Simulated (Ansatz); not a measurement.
## Relative stability

The two ends of one reaction step of BNH3BrF2, singlet (PBE0-D4/def2-TZVP).

A:

```tsv
atom	x (Å)	y (Å)	z (Å)
B1	-0.7578	-0.2550	0.0782
N2	0.7522	0.2876	-0.2596
F3	-0.9119	-1.3855	-0.6604
F4	-1.5934	0.7643	-0.2533
H5	0.9470	1.1236	0.2838
Br6	-0.7074	-0.6170	2.0747
H7	0.8352	0.5039	-1.2510
H8	1.4360	-0.4219	-0.0125
```

B:

| atom | x (Å) | y (Å) | z (Å) |
| --- | --- | --- | --- |
| B1 | -0.7239 | -0.3905 | -0.8628 |
| N2 | 0.5231 | 0.1577 | -0.5134 |
| F3 | -0.8997 | -1.7019 | -0.9005 |
| F4 | -1.7574 | 0.3933 | -1.1266 |
| H5 | 0.3829 | 0.3253 | 1.5470 |
| Br6 | 0.4175 | 0.4971 | 2.9761 |
| H7 | 0.7103 | 1.1376 | -0.6441 |
| H8 | 1.3471 | -0.4186 | -0.4758 |

Ansatz 0.2.0; basis: def2-TZVPP; cores frozen in the correlated methods. Filled d shells of the heavier atoms are correlated. The def2 sets are not built for correlating such inner shells, so the correlated values are less sure here. B3LYP uses VWN-RPA correlation.

Problem. Which structure is lower at CCSD(T), and by how much? (To be estimated.)

Solution. By the calculation: A, by 0.473 eV (electronic energy, against the other). By their contacts, A is BNH₃BrF₂ ([NH3][B]([F])([F])[Br]) and B is a complex of BNH₂F₂ ([NH2][B]([F])[F]) + HBr.

All methods give the same order:

| method | E(B) − E(A) (eV) |
| --- | --- |
| SPW92 | 0.616 |
| PBE-D4 | 0.441 |
| BLYP-D4 | 0.268 |
| r2SCAN-D4 | 0.493 |
| B97M-V | 0.399 |
| PBE0-D4 | 0.504 |
| B3LYP-D4 | 0.333 |
| r2SCAN0-D4 | 0.530 |
| BHLYP-D4 | 0.401 |
| CAM-B3LYP-D4 | 0.376 |
| wB97X-V | 0.504 |
| wB97M-V | 0.485 |
| B2PLYP | 0.370 |
| PBE-QIDH | 0.555 |
| RPA on PBE | 0.455 |
| HF | 0.253 |
| MP2 | 0.525 |
| CCSD | 0.444 |
| CCSD(T) | 0.473 |

The T1 diagnostic stays at or below 0.010.

Labels in which every atom is bracketed show which atoms are joined, not bond orders.

For scale, one of the runs: CCSD(T)/def2-TZVPP, 214 basis functions, launched by `ansatz run in.yaml --threads 8 --pin off --events-out ev --progress --plain --max-ram 19148MiB`. The run took 26 s on 8 CPU threads of an AMD EPYC 9R45 (shared host), with 3.6 GiB of host memory at its peak.
